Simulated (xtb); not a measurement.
xtb input file for C3H7BF2O, SMILES C[C@@H](O)B(F)CF, GFN2-xTB. 

```
$ xtb mol.xyz --gfn 2 --ohess tight --chrg 0 --uhf 0 --json
$ cat mol.xyz
14

C     -1.60780000    -0.19330000    -0.73710000
C     -0.58750000     0.27820000     0.34770000
O     -1.19270000     0.35520000     1.59790000
B      0.70620000    -0.68950000     0.34030000
F      0.61930000    -2.16000000     0.03760000
C      2.03920000    -0.01610000    -0.06830000
F      1.80170000     1.30290000    -0.39920000
H     -2.34270000     0.62990000    -0.78930000
H     -2.12030000    -1.10520000    -0.36490000
H     -1.01160000    -0.34530000    -1.65370000
H     -0.26310000     1.24580000     0.12370000
H     -1.40290000     1.29890000     1.78260000
H      2.80420000    -0.00280000     0.80640000
H      2.47670000    -0.55030000    -0.95810000
```

It prints:

```
[banner left out]
          |                Calculation Setup                |
           -------------------------------------------------



           -------------------------------------------------
          |                 G F N 2 - x T B                 |
           -------------------------------------------------

        Reference                      10.1021/acs.jctc.8b01176
      * Hamiltonian:
        H0-scaling (s, p, d)           1.850000    2.230000    2.230000
        zeta-weighting                 0.500000
      * Dispersion:
        s8                             2.700000
        a1                             0.520000
        a2                             5.000000
        s9                             5.000000
      * Repulsion:
        kExp                           1.500000    1.000000
        rExp                           1.000000
      * Coulomb:
        alpha                          2.000000
        third order                    shell-resolved
        anisotropic                    true
        a3                             3.000000
        a5                             4.000000
        cn-shift                       1.200000
        cn-exp                         4.000000
        max-rad                        5.000000


          ...................................................
          :                      SETUP                      :
          :.................................................:
          :  # basis functions                  35          :
          :  # atomic orbitals                  35          :
          :  # shells                           21          :
          :  # electrons                        42          :
          :  max. iterations                   250          :
          :  Hamiltonian                  GFN2-xTB          :
          :  restarted?                      false          :
          :  GBSA solvation                  false          :
[...]
     4   5 B        2.518     0.384    17.289     7.216
     5   9 F        0.722    -0.230    11.560     4.015
     6   6 C        3.527     0.010    21.644     6.844
     7   9 F        0.783    -0.267    11.955     4.084
     8   1 H        0.925     0.047     2.363     2.404
     9   1 H        0.925     0.049     2.335     2.390
    10   1 H        0.925     0.057     2.234     2.337
    11   1 H        0.922     0.038     2.473     2.459
    12   1 H        0.805     0.289     0.755     1.364
    13   1 H        0.924     0.075     2.029     2.227
    14   1 H        0.924     0.074     2.040     2.234

 Mol. C6AA /au·bohr⁶  :       1537.603836
 Mol. C8AA /au·bohr⁸  :      33711.235020
 Mol. α(0) /au        :         57.163403


Wiberg/Mayer (AO) data.
largest (>0.10) Wiberg bond orders for each atom

 ---------------------------------------------------------------------------
     #   Z sym  total        # sym  WBO       # sym  WBO       # sym  WBO
 ---------------------------------------------------------------------------
     1   6 C    3.993 --     9 H    0.988    10 H    0.984     8 H    0.982
                             2 C    0.977
     2   6 C    3.947 --     4 B    0.997     3 O    0.989     1 C    0.977
                            11 H    0.942
     3   8 O    1.951 --     2 C    0.989    12 H    0.900
     4   5 B    3.277 --     5 F    1.151     2 C    0.997     6 C    0.992
     5   9 F    1.227 --     4 B    1.151
     6   6 C    3.867 --     4 B    0.992    14 H    0.950    13 H    0.949
                             7 F    0.933
     7   9 F    0.980 --     6 C    0.933
     8   1 H    0.998 --     1 C    0.982
     9   1 H    0.998 --     1 C    0.988
    10   1 H    0.997 --     1 C    0.984
    11   1 H    0.999 --     2 C    0.942
    12   1 H    0.916 --     3 O    0.900
    13   1 H    0.994 --     6 C    0.949
    14   1 H    0.994 --     6 C    0.950
 ---------------------------------------------------------------------------

Topologies differ in total number of bonds
Writing topology from bond orders to xtbtopo.mol

molecular dipole:
                 x           y           z       tot (Debye)
 q only:       -0.208       0.065      -0.304
   full:       -0.220       0.113      -0.382       1.157
molecular quadrupole (traceless):
                xx          xy          yy          xz          yz          zz
 q only:        6.050      -3.829      -1.078       2.243       5.230      -4.973
  q+dip:        9.244      -5.121      -1.321       2.241       7.813      -7.923
   full:        8.573      -4.799      -1.360       2.635       7.838      -7.213

           -------------------------------------------------
          |                Geometry Summary                 |
           -------------------------------------------------

      molecular mass/u    :      107.8950322
   center of mass at/Å    :        0.3227659      -0.1233080       0.2683049
  moments of inertia/u·Å² :        0.1590273E+03   0.2628018E+03   0.3746496E+03
rotational constants/cm⁻¹ :        0.1060046E+00   0.6414579E-01   0.4499573E-01

 * 12 selected distances

     #   Z          #   Z                                           value/Å
     2   6 C        3   8 O                                       1.4208749
     2   6 C        4   5 B                                       1.5988506 (max)
     4   5 B        5   9 F                                       1.3121695
     4   5 B        6   6 C                                       1.5915823
     6   6 C        7   9 F                                       1.3833197
     1   6 C        8   1 H                                       1.0892227
     1   6 C        9   1 H                                       1.0872861
     1   6 C       10   1 H                                       1.0853279
     2   6 C       11   1 H                                       1.1055720
     3   8 O       12   1 H                                       0.9644022 (min)
     6   6 C       13   1 H                                       1.0967020
     6   6 C       14   1 H                                       1.0967726

 * 6 distinct bonds (by element types)

   Z      Z             #   av. dist./Å        max./Å        min./Å
   1 H    6 C           6     1.0934806     1.1055720     1.0853279
   5 B    6 C           2     1.5952165     1.5988506     1.5915823
   1 H    8 O           1     0.9644022     0.9644022     0.9644022
   6 C    8 O           1     1.4208749     1.4208749     1.4208749
   5 B    9 F           1     1.3121695     1.3121695     1.3121695
   6 C    9 F           1     1.3833197     1.3833197     1.3833197

           -------------------------------------------------
          |               Frequency Printout                |
           -------------------------------------------------
 projected vibrational frequencies (cm⁻¹)
eigval :       -0.00    -0.00    -0.00     0.00     0.00     0.00
eigval :       40.81    88.75   122.80   169.62   212.14   240.30
eigval :      321.04   381.01   403.71   456.24   511.49   659.06
eigval :      766.51   929.18  1001.43  1013.79  1049.53  1076.84
eigval :     1143.15  1181.45  1192.36  1260.27  1273.94  1328.89
eigval :     1343.71  1397.22  1412.72  1485.37  1494.81  2805.10
eigval :     2918.31  2935.83  3011.67  3041.74  3064.18  3526.30
Molecule has no symmetry elements
It seems to be the C1 point group
 reduced masses (amu)
   1: 14.36   2: 13.87   3: 14.27   4: 15.06   5: 14.70   6: 13.87   7: 13.24   8: 10.58
   9: 14.89  10:  9.07  11: 12.45  12:  6.70  13:  2.60  14: 11.48  15: 12.85  16: 11.08
  17: 11.25  18: 10.83  19:  7.11  20:  8.72  21:  4.70  22: 10.69  23:  9.17  24: 10.95
  25:  9.53  26:  2.31  27:  2.82  28:  5.86  29:  3.35  30:  8.27  31:  6.99  32:  2.96
  33:  1.74  34:  1.57  35:  1.60  36:  1.72  37:  1.97  38:  1.48  39:  1.76  40:  1.66
  41:  1.74  42:  1.87
 IR intensities (km·mol⁻¹)
   1:  0.16   2:  0.12   3:  0.01   4:  0.01   5:  0.17   6:  0.03   7:  2.11   8: 13.48
   9:  5.95  10:  0.39  11:  1.89  12:  2.04  13:135.51  14: 36.44  15: 16.11  16:  6.88
  17: 18.38  18:  5.55  19: 59.23  20: 27.45  21: 34.02  22: 77.54  23:  5.27  24:124.74
  25: 39.06  26:  9.94  27:104.55  28: 65.78  29: 18.85  30:205.75  31: 43.61  32:  4.12
  33: 19.21  34:  5.48  35:  2.47  36: 53.40  37: 14.37  38: 15.26  39: 34.59  40: 21.45
  41: 10.89  42:  8.06
 Raman intensities (Ä⁴*amu⁻¹)
   1:  0.00   2:  0.00   3:  0.00   4:  0.00   5:  0.00   6:  0.00   7:  0.00   8:  0.00
   9:  0.00  10:  0.00  11:  0.00  12:  0.00  13:  0.00  14:  0.00  15:  0.00  16:  0.00
  17:  0.00  18:  0.00  19:  0.00  20:  0.00  21:  0.00  22:  0.00  23:  0.00  24:  0.00
  25:  0.00  26:  0.00  27:  0.00  28:  0.00  29:  0.00  30:  0.00  31:  0.00  32:  0.00
  33:  0.00  34:  0.00  35:  0.00  36:  0.00  37:  0.00  38:  0.00  39:  0.00  40:  0.00
  41:  0.00  42:  0.00
 output can be read by thermo (or use thermo option).
 writing <g98.out> molden fake output.
 recommended (thermochemical) frequency scaling factor: 1.0
           -------------------------------------------------
          |             Thermodynamic Functions             |
           -------------------------------------------------

c1  symmetry found (for desy threshold:  0.10E+00) used in thermo

          ...................................................
          :                      SETUP                      :
          :.................................................:
          :  # frequencies                          36      :
          :  # imaginary freq.                       0      :
          :  linear?                             false      :
          :  only rotor calc.                    false      :
          :  symmetry                               c1      :
          :  rotational number                       1      :
          :  scaling factor                  1.0000000      :
          :  rotor cutoff                   50.0000000 cm⁻¹ :
          :  imag. cutoff                  -20.0000000 cm⁻¹ :
          :.................................................:

    mode    ω/cm⁻¹     T·S(HO)/kcal·mol⁻¹    T·S(FR)/kcal·mol⁻¹   T·S(vib)
   ------------------------------------------------------------------------
       1     40.81    -1.55616 ( 30.74%)    -1.11626 ( 69.26%)    -1.25147
       2     88.75    -1.09940 ( 90.85%)    -0.88635 (  9.15%)    -1.07990
       3    122.80    -0.91111 ( 97.32%)    -0.79022 (  2.68%)    -0.90787
       4    169.62    -0.72739 ( 99.25%)    -0.69457 (  0.75%)    -0.72715
       5    212.14    -0.60380 ( 99.69%)    -0.62832 (  0.31%)    -0.60387
       6    240.30    -0.53686 ( 99.81%)    -0.59141 (  0.19%)    -0.53696
   ------------------------------------------------------------------------

   temp. (K)  partition function   enthalpy   heat capacity  entropy
                                   cal/mol     cal/K/mol   cal/K/mol   J/K/mol
 298.15  VIB   359.                 3752.674     22.792     23.182
         ROT  0.302E+06              888.752      2.981     28.058
         INT  0.109E+09             4641.426     25.772     51.240
         TR   0.108E+28             1481.254      4.968     39.926
         TOT                        6122.6802    30.7406    91.1667   381.4416

       T/K    H(0)-H(T)+PV         H(T)/Eh          T*S/Eh         G(T)/Eh
   ------------------------------------------------------------------------
    298.15    0.975711E-02    0.112870E+00    0.433163E-01    0.695536E-01
Note: The following floating-point exceptions are signalling: IEEE_UNDERFLOW_FLAG IEEE_DENORMAL
normal termination of xtb
   ------------------------------------------------------------------------

         :::::::::::::::::::::::::::::::::::::::::::::::::::::
         ::                  THERMODYNAMIC                  ::
         :::::::::::::::::::::::::::::::::::::::::::::::::::::
         :: total free energy         -24.709290546803 Eh   ::
         ::.................................................::
         :: total energy              -24.778844118914 Eh   ::
         :: zero point energy           0.103112715027 Eh   ::
         :: G(RRHO) w/o ZPVE           -0.033559142916 Eh   ::
         :: G(RRHO) contrib.            0.069553572111 Eh   ::
         :::::::::::::::::::::::::::::::::::::::::::::::::::::

optimized geometry written to: xtbopt.xyz


           -------------------------------------------------
          | TOTAL ENERGY              -24.778844118914 Eh   |
          | TOTAL ENTHALPY            -24.665974291935 Eh   |
          | TOTAL FREE ENERGY         -24.709290546803 Eh   |
          | GRADIENT NORM               0.000096599170 Eh/α |
          | HOMO-LUMO GAP               4.284830441154 eV   |
           -------------------------------------------------

------------------------------------------------------------------------
------------------------------------------------------------------------
 total:
 SCF:
 ANC optimizer:
 analytical hessian:
```

The calculation finished and met its thresholds.

Cost: around 1.7 core-seconds (rough).
